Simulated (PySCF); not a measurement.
**Low-lying terms of Fe²⁴⁺ (iron, charge +24)**

Ground state 1s2, ¹S. Calculation: PySCF 2.14, in an even-tempered Gaussian basis (18 s from 1.66 bohr⁻², ratio 2.5; 9 p from 2.03 bohr⁻², ratio 2.7; 7 d from 2.26 bohr⁻², ratio 2.7; 3 f from 180 bohr⁻², ratio 2.7); the spin-free X2C one-electron Hamiltonian (Gaussian nucleus). Vertical excitation energies in eV without spin-orbit coupling; excited terms of each kind are numbered among those the solver found.

```csv
term,leading excitation,CIS
1 3S,1s → s,6642.7
1 1S,1s → s,6674.3
1 3P°,1s → p,6682.8
1 1P°,1s → p,6705.5
2 1S,1s → s,7878.5
2 3P°,1s → p,7881.8
2 1P°,1s → p,7887.9
1 3D,1s → d,7888.9
1 1D,1s → d,7889.2
```

Task: What does TDHF give for these terms?

Result: 1 3S 6642.6; 1 1S 6674.3; 1 3P° 6682.8; 1 1P° 6705.5; 2 1S 7878.5; 2 3P° 7881.8; 2 1P° 7887.9; 1 3D 7888.9; 1 1D 7889.2 (eV).

Oscillator strength of the first ¹S → ¹P° line: CIS 0.781, TDHF 0.778.

Only the lower part of the computed list is shown. Doubly excited terms such as np² are absent. The solver can miss terms.
